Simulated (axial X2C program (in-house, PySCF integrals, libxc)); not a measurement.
# Ionising the radicals of a process plasma

Calculated with an in-house relativistic program for diatomic molecules, spin-free (one-electron X2C) or two-component (2c: spin–orbit coupling with atomic mean-field Coulomb and Gaunt terms, which also bring small scalar terms), in Dyall basis sets with cores contracted in-house; open shells are unrestricted.

Level PBE0, spin-free. Basis sets: B dyall-v3z, Br dyall-cv3z, C dyall-v3z, F dyall-av3z, Ge dyall-cv3z, H dyall-v3z, In dyall-cv3z, N dyall-av3z, P dyall-v3z, Si dyall-v3z, Ti dyall-cv3z.

| species | state | ion state | adiabatic IE with zero-point terms (eV) | D0 (eV) | D0 of the ion (eV) |
| --- | --- | --- | --- | --- | --- |
| TiB | M_S = 5/2, Λ = 2 | M_S = 2, Λ = 2 | 6.59 | n/a | n/a |
| TiBr | M_S = 3/2, Λ = 3 | M_S = 1, Λ = 2 | 6.85 | n/a | n/a |
| InSi | M_S = 3/2, Λ = 0 | M_S = 1, Λ = 1 | 7.21 | 2.32 | n/a |
| GeH | M_S = 1/2, Λ = 1 | M_S = 0, Λ = 0 | 7.74 | 2.69 | 2.86 |
| GeC | M_S = 1, Λ = 1 | M_S = 3/2, Λ = 0 | 8.35 | 3.73 | 3.29 |
| GeB | M_S = 3/2, Λ = 0 | M_S = 1, Λ = 1 | 8.67 | 3.20 | 2.45 |
| PF | M_S = 1, Λ = 0 | M_S = 1/2, Λ = 1 | 9.79 | 4.59 | 5.31 |
| PC | M_S = 1/2, Λ = 0 | M_S = 1, Λ = 1 | 10.84 | 5.16 | 4.84 |
| BN | M_S = 1, Λ = 1 | M_S = 3/2, Λ = 0 | 11.09 | 4.59 | 2.15 |

Which of these can a metastable argon atom (³P2, 11.55 eV, NIST) ionise on energy grounds?

At PBE0, spin-free, IE lies below 11.55 eV for TiB, TiBr, InSi, GeH, GeC, GeB, PF, PC, BN.

Which of these can a metastable xenon atom (³P2, 8.32 eV, NIST) ionise on energy grounds?

At PBE0, spin-free, IE lies below 8.32 eV for TiB, TiBr, InSi, GeH. Within the error of the method (some tenths of an eV) the answer is open for GeC, GeB.

Give the threshold for dissociative ionisation to the lowest fragments, IE + D0(ion).

At PBE0, spin-free: GeH → Ge+ + H: 10.60 eV; GeC → Ge+ + C: 11.64 eV; GeB → Ge+ + B: 11.12 eV; PF → P+ + F: 15.10 eV; PC → P+ + C: 15.68 eV; BN → N + B+: 13.24 eV.

Each entry is the lowest single determinant of a limited PBE0 search at one distance. De goes to single-determinant-based atoms at the same level (for ions the charge split of lowest energy) and is withheld (n/a) where an atom does not fit its ground term or J level. Main or longest-lived isotopes. One determinant is a doubtful description, or other states lie close, for TiB, TiB⁺, TiBr, TiBr⁺, InSi, InSi⁺, GeC, GeB, GeB⁺, PC, PC⁺, BN, BN⁺; these need not be ground states, and all values refer to the states named. The functionals have no current term, which raises determinants with orbital currents. Where the atoms have a lower orbital projection than the molecule, De at mean-field level may be about a tenth of an eV too small. These values were not checked against measured ones; errors of some tenths of an eV are usual, and D0 of doubtful transition-metal species is not given. Spin-free thresholds lack the spin–orbit lowering of heavy atomic ions, up to half an eV for Sn⁺ or Sb⁺.
